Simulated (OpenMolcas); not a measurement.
## Kr2+: effect of the basis set

| Item | Value |
| --- | --- |
| Program | OpenMolcas |
| Method | XMS-RASPT2, IPEA 0.25 Eh, imaginary shift 0.1 Eh (closed shells correlated: 3d) |
| Active space | 6 electrons in 9 orbitals (RAS2 4s 4p; RAS3 4d, at most 2 electrons) |
| State averaging | 2S+1 = 3 even, 3 roots; 2S+1 = 1 even, 7 roots; 2S+1 = 3 odd, 3 roots; 2S+1 = 1 odd, 3 roots |
| Spin-orbit coupling | state interaction with AMFI integrals over the reference wave functions, term energies averaged over their components |

A. ANO-RCC-VTZP [6s5p3d1f], DKH2, point nucleus; CASPT2 step about 8 core-seconds
B. ANO-R2 [6s5p4d3f1g], X2C, finite nucleus; CASPT2 step of the order of 17 core-seconds
C. ANO-RCC [9s8p6d4f2g], DKH2, point nucleus; CASPT2 step roughly 19 core-seconds

Energies in cm-1 above 4s2 4p4 3P2, the measured ground level; measured values from Saloman, J. Phys. Chem. Ref. Data 36, 215 (2007).

| Level | A | B | C | Measured |
| --- | --- | --- | --- | --- |
| 4s2 4p4 3P2 | 0.0 | 0.0 | 0.0 | 0.0 |
| 4s2 4p4 3P1 | 4050 | 4040 | 4090 | 4548 |
| 4s2 4p4 3P0 | 4940 | 4910 | 4950 | 5313 |
| 4s2 4p4 1D2 | 15050 | 14580 | 14580 | 14644 |
| 4s2 4p4 1S0 | 33860 | 33430 | 33410 | 33080 |
| 4s 4p5 3P* 2 | 116020 | 117100 | 116300 | 115931 |
| 4s 4p5 3P* 1 | 119230 | 120300 | 119510 | 119380 |
| 4s 4p5 3P* 0 | 121110 | 122180 | 121410 | 121543 |

Deviations, from unrounded energies. A percentage is the sum of absolute deviations over the sum of measured energies, with the sign that they share, or ± where signs differ.

```json
{"Against measurement": "mean absolute deviation (cm-1)", "Levels": "7", "A": "390", "B": "580", "C": "260"}
{"Against measurement": "fine structure of the ground term (%)", "Levels": "2", "A": "-8.8", "B": "-9.2", "C": "-8.3"}
{"Against measurement": "other terms of the ground configuration (%)", "Levels": "2", "A": "+2.5", "B": "±0.9", "C": "±0.8"}
{"Against measurement": "other configurations (%)", "Levels": "3", "A": "±0.2", "B": "+0.8", "C": "±0.2"}
```

C lies closest to measurement on these levels and B furthest from it. The largest miss of C in the table is 4s2 4p4 3P1, by -460 cm-1. The ranking rests on the paired levels alone, and a cruder setting can come out closer through cancelling errors.

Among A to C the level of the table that moves most is 4s 4p5 3P* 2, by 1100 cm-1 (lowest in A, highest in B). Moves below CASPT2's spread within the term are not significant.

CASPT2 does not keep the components of a term degenerate, so their means are used; among the terms shown or strongly mixed into the levels shown the widest spread is 390 cm-1 (4s2 4p4 1D, B). Some terms mix strongly with configurations of 4d, whose occupation reaches 0.24 (4s 4p5 3P*) (figures for A; the like holds for B, C). The run also gave levels led by 4s2 4p3 4d, which use shells meant for correlation; these and all levels above them are left out (holds for A; C). Active for correlation alone: 4d; no level in the range computed is led by a configuration that fills it, so any true level of that kind is missing (holds for B). Computed and measured levels are paired by configuration, term and J; levels that our copy of the source lacks, or whose pairing is in doubt (as where it misses far off the trend of its configuration), stay unpaired and out of the deviations. Levels of configurations outside the active space are missing. Levels that lie high or do not pair safely by name in every column are left out.

* marks odd parity.
